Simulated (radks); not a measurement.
The lithium ion Li2+ inside a hard spherical wall (all orbitals vanish at R), configuration held at 1s1 and not refilled when levels cross. Method: scalar-relativistic Kohn-Sham, PBE, spin-polarised, spherical densities, finite nucleus; open shells are filled with parallel spins first; Fermi nuclear charge, rms radius 2.444 fm; computed with a radial shooting solver on a logarithmic mesh with Libxc functionals. Eigenvalues in eV for spin up, with the zero of energy where the potential of the charges vanishes at infinity; a dash marks a level that is unbound or too diffuse for the functional's potential to be trusted. A positive occupied level is held by the wall or, in an anion where self-interaction has pushed it up, behind a barrier. The pressure on the wall is -dE/dV.

R (bohr)  E (hartree)  kinetic (hartree)    e(1s)  e(2s, empty)  e(2p, empty)  pressure (GPa)
free         -4.48784              4.483  -103.69             -             -               0
15           -4.48784              4.483  -103.69             -             -        < 0.0001
8            -4.48784              4.483  -103.69             -             -        < 0.0001
7            -4.48784              4.483  -103.69             -             -        < 0.0001
4            -4.48784              4.483  -103.69       -17.875       -17.064        0.000288
2.5          -4.48712              4.491  -103.64        -3.694        -8.972            1.32
2            -4.47998              4.548  -103.28        18.037         2.610            21.5
